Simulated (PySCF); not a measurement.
H₂O₂Zn, triplet, at a GFN2-xTB geometry (such geometries of metal compounds can be far from the true shape) (a higher spin typed on purpose: for a closed-shell molecule this is an excited state), atoms displaced at random by about 0.08 Å a coordinate; TPSS/STO-3G, gradient in PySCF.

Input for PySCF:
```python
from pyscf import gto, scf, dft

mol = gto.M(
    atom='''
Zn   -0.13608343    0.59721060    0.03805816
O     1.19155423   -0.85979301   -0.37537097
H     1.11499175   -1.51734844   -1.08389248
O    -0.70407325   -1.26692979    0.38471125
H    -0.34712233   -1.65857604    1.00321542
''',
    basis='sto-3g',
    spin=2,
    verbose=3,
)

mf = dft.UKS(mol)
mf.xc = 'tpss'
mf.kernel()
g = mf.nuc_grad_method()
grad = g.kernel()
```

The log (banner, timings and long lists left out):

```
SCF not converged.
SCF energy = -1908.13326335157 after 50 cycles  <S^2> = 2.0091907  2S+1 = 3.0061209
--------------- UKS gradients ---------------
         x                y                z
0 Zn    -0.0292003756     0.1499317684     0.0066890651
1 O    -0.0375790195    -0.1143517544    -0.0532880864
2 H     0.0237053270     0.0347323586     0.0523086350
3 O     0.2222635132    -0.2454952779     0.2891828307
4 H    -0.1792109113     0.1751945703    -0.2949045710
----------------------------------------------
```

The run did not converge; its last values are not results.
